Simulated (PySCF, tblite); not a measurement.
Isomers of C5H8F2OSi, one GFN2-xTB conformer each. Single-point energies are computed at PBE0/pcSseg-1 (PySCF, gas phase, no added dispersion term), electronic only.

**Question.** Rank them by PBE0/pcSseg-1 energy, lowest first (kcal/mol).
A. `[CH3:1][O:2][Si@H:3]1[CH2:4][C:5]([CH2:6][F:7])=[C:8]1[F:9]` with C1–O2–Si3–C4 -176°, C4–C5–C6–F7 -33°
B. `[F:1][CH2:2][C@@H:3]1[CH:4]=[CH:5][Si@@H:6]([CH2:7][F:8])[O:9]1` with F1–C2–C3–C4 -66°, C5–Si6–C7–F8 -93°
C. `[CH2:1]=[C:2]1[C@@H:3]([CH2:4][F:5])[C@H:6]1[O:7][SiH2:8][F:9]` with C2–C3–C4–F5 -98°, C3–C6–O7–Si8 89°, C6–O7–Si8–F9 -69°

**Answer.** C (0.0), B (3.9), A (17.3).

As drawn, the lowest has a three-membered ring and an Si–F bond, which the highest lacks; the highest has a four-membered ring and an Si–C bond, which the lowest lacks. GFN2-xTB itself gives, in the same order: 0.0, 32.7, 46.9. Both levels put the same isomer lowest; measured from each level's own lowest isomer, the values differ by up to 29.6 kcal/mol (CO[Si@H]1CC(CF)=C1F: 46.9 against 17.3).

**Question.** Which frontier levels, dipoles and rotational constants go with these structures?

**Answer.** 
```
                      SMILES  HOMO (eV, PBE0/pcSseg-1)  LUMO (eV)  dipole (D)       A, B, C (MHz)
C=C1[C@@H](CF)[C@H]1O[SiH2]F                     -7.97      -0.56        2.72  1826, 944.7, 828.5
   FC[C@@H]1C=C[Si@@H](CF)O1                     -7.78      -0.56        0.76  4342, 631.7, 589.6
         CO[Si@H]1CC(CF)=C1F                     -7.22      -0.21        2.67  2625, 727.6, 610.4
```

**Question.** What happens when harmonic zero-point energies from GFN2-xTB frequencies are added?

**Answer.** 
```csv
SMILES,ZPE (kcal/mol),electronic (kcal/mol),with ZPE (kcal/mol)
C=C1[C@@H](CF)[C@H]1O[SiH2]F,74.0,0.0,0.0
FC[C@@H]1C=C[Si@@H](CF)O1,75.8,3.9,5.7
CO[Si@H]1CC(CF)=C1F,75.2,17.3,18.6
```

The zero-point energies span 1.8 kcal/mol. The order is unchanged.
